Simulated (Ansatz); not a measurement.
Reaction (hydrogen abstraction from a C–H bond): `[CH3][Ga]([CH3])[F]` + H• → `[CH2][Ga]([CH3])[F]`• + H₂

Program: Ansatz. Geometries: PBE0-D4/def2-TZVP. ΔE: electronic, gas phase. CCSD(T)/CBS is the MP2 limit (def2-TZVPP, def2-QZVPP) plus CCSD(T) − MP2 in def2-TZVPP, frozen cores. This one scheme is used for every species, atoms too. DFT in def2-TZVPP. B3LYP here is the variant with VWN-RPA as its local correlation; programs differ in this. No spin–orbit coupling; open shells (•) take unrestricted orbitals. Bonds to Ga are less sure, by a few kJ/mol each and by 10 to 20 or more in all where they break to atoms, as the def2 sets lack core-valence functions. Scalar relativity is left out up to krypton.

```csv
level,ΔE (kcal/mol),difference from CCSD(T)/CBS
BLYP-D4,-4.9,-2.5
r2SCAN-D4,-5.0,-2.6
B3LYP-D4,-4.7,-2.3
revPBE,-3.3,-0.9
r2SCAN,-5.0,-2.6
PBE0,-0.5,1.9
CCSD(T)/def2-SVP,-0.6,1.8
MP2/def2-TZVPP,2.0,4.4
MP2/def2-QZVPP,2.3,4.7
HF/CBS(def2),-4.8,-2.4
CCSD(T)/CBS,-2.4,0
```

Largest T1 diagnostic among the species: 0.013.

Leaving LDA and LC-ωPBE aside and taking each functional with its dispersion term where it has one, the values, not all of them listed here, spread over 5.3 kcal/mol, from BHLYP-D4 to PBE-D4. LDA lies +4.6 kcal/mol from PBE without D4. At CCSD(T), def2-SVP lies +1.8 kcal/mol from the extrapolated value and def2-TZVPP −0.5 kcal/mol.
